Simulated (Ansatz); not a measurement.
Start from `[CH3][Ga]([F])[Br]` and change one element to get `[F][Ga]([Br])[SnH3]`.

Ansatz, PBE0-D4/def2-TZVP geometries, multiplicity 1. 

Elements past krypton have def2 core potentials. Scalar relativity is left out up to krypton. Spin–orbit coupling is left out; it splits and shifts lone-pair levels of the heavy atoms by tenths of an eV.

| property | `[CH3][Ga]([F])[Br]` |
| --- | --- |
| HOMO energy (PBE0/def2-TZVPP) / eV | -8.51 |
| LUMO energy (PBE/def2-TZVPP) / eV | -1.85 |
| HOMO–LUMO gap (ωB97M-V/def2-TZVPP) / eV | 11.38 |
| HOMO–LUMO gap (PBE/def2-TZVPP) / eV | 5.35 |
| HOMO energy (B3LYP/def2-TZVPP) / eV | -8.23 |
| LUMO energy (B3LYP/def2-TZVPP) / eV | -1.34 |

Problem. Give the same properties after the change, and the shifts. (Estimate.)

Solution. The calculation gave: 
```
                               property  `[F][Ga]([Br])[SnH3]`  shift
     HOMO energy (PBE0/def2-TZVPP) / eV                  -8.20   0.31
      LUMO energy (PBE/def2-TZVPP) / eV                  -2.66  -0.81
HOMO–LUMO gap (ωB97M-V/def2-TZVPP) / eV                   9.96  -1.42
    HOMO–LUMO gap (PBE/def2-TZVPP) / eV                   4.40  -0.95
    HOMO energy (B3LYP/def2-TZVPP) / eV                  -7.98   0.25
    LUMO energy (B3LYP/def2-TZVPP) / eV                  -2.18  -0.84
```

With PBE0 the HOMO rises by 0.31 eV and the LUMO falls by 0.90 eV, so the gap narrows by about 1.21 eV. PBE moves the HOMO by 0.14 eV and ωB97M-V by 0.53 eV.

Positive LUMOs are unbound, so they and the gaps depend on the basis.

B3LYP here is the variant with VWN-RPA as its local correlation; programs differ in this.
